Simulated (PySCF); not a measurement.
Structure with atom numbers: `[CH3:1][C@H:2]1[CH:3]=[CH:4][c:5]2[cH:6][cH:7][cH:8][cH:9][c:10]21`. Each H is labelled by its parent atom.

Equivalent nuclei averaged, no solvent, no relativistic terms, one computed conformer. NMR shieldings at PBE0/pcSseg-1/GIAO; coordinates at the GFN2-xTB level; PySCF 2.14.

Referencing at the same level of theory: ¹³C (σ = 186.93 ppm) against TMS.

**Question.** Do the ¹³C shifts follow the atomic charges (in e)? Tabulate both.

**Answer.** 
| atoms | hybridisation | δ (ppm) | σ para (ppm) | Hirshfeld | IAO | Mulliken | ESP-fitted |
| --- | --- | --- | --- | --- | --- | --- | --- |
| C10 | sp2 | 155.6 | -230 | +0.00 | +0.00 | -0.17 | -0.09 |
| C3 | sp2 | 149.8 | -219 | -0.04 | -0.15 | -0.08 | -0.37 |
| C5 | sp2 | 149.7 | -219 | -0.01 | -0.01 | -0.13 | +0.21 |
| C4 | sp2 | 138.3 | -201 | -0.06 | -0.17 | +0.01 | -0.27 |
| C7 | sp2 | 132.0 | -199 | -0.05 | -0.15 | -0.07 | -0.18 |
| C8 | sp2 | 130.1 | -197 | -0.06 | -0.16 | -0.07 | -0.12 |
| C9 | sp2 | 127.9 | -190 | -0.05 | -0.16 | -0.03 | -0.24 |
| C6 | sp2 | 126.5 | -188 | -0.06 | -0.17 | -0.01 | -0.24 |
| C2 | sp3 | 49.5 | -107 | -0.02 | -0.12 | -0.19 | +0.43 |
| C1 | sp3 | 18.6 | -78 | -0.11 | -0.41 | -0.20 | -0.45 |

Correlation coefficients of δ with charge over these carbons: Hirshfeld +0.58, IAO +0.72, Mulliken +0.55, ESP-fitted -0.07; with the paramagnetic shielding -1.00. Among the 8 sp2 carbons alone: Hirshfeld +0.85, IAO +0.78, Mulliken -0.76, ESP-fitted +0.33. With so few points, grouped by hybridisation, these coefficients are fragile. Charge is one influence among several: hybridisation and low-lying excitations act through the paramagnetic term.

Shifts are as computed. Against solution values, carbons near 30 ppm lie about +3 ppm off and those near 130 ppm about +5 ppm. Of 1211 compounds with measured shifts, 218 miss one by over three times the rms of a fit or turn the order of signals round; such compounds aren't used in these exercises.
